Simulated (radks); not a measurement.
Values are calculated unless marked as measured or tabulated.
Coulomb parameter of the 4f shell of the erbium ion Er+ in the model configuration [Xe] 4f11.5 6s1.5, as a second difference U = [E(n + 0.5) + E(n - 0.5) - 2 E(n)] / (0.5)^2 with all orbitals relaxed. "Bare": the charge of the atom changes with n. "Screened": the 6s shell takes up the change at fixed total charge, which measures U(4f,4f) + U(6s,6s) - 2 U(4f,6s). Code: a radial shooting solver on a logarithmic mesh with Libxc functionals. Model: Dirac Kohn-Sham, PBE, spin-unpolarised, spherical densities, finite nucleus; open shells are shared between the two j in proportion to 2j + 1; Fermi nuclear charge, rms radius 5.2516 fm.

| case | configuration | E - E(n) (eV) |
|---|---|---|
| start | [Xe] 4f11.5 6s1.5 | 0.000 |
| bare +0.5 | [Xe] 4f12 6s1.5 | -4.954 |
| bare -0.5 | [Xe] 4f11 6s1.5 | 8.950 |
| screened +0.5 | [Xe] 4f12 6s1 | -1.108 |
| screened -0.5 | [Xe] 4f11 6s2 | 2.842 |

U(bare) = 15.983 eV, U(screened by 6s) = 6.936 eV.
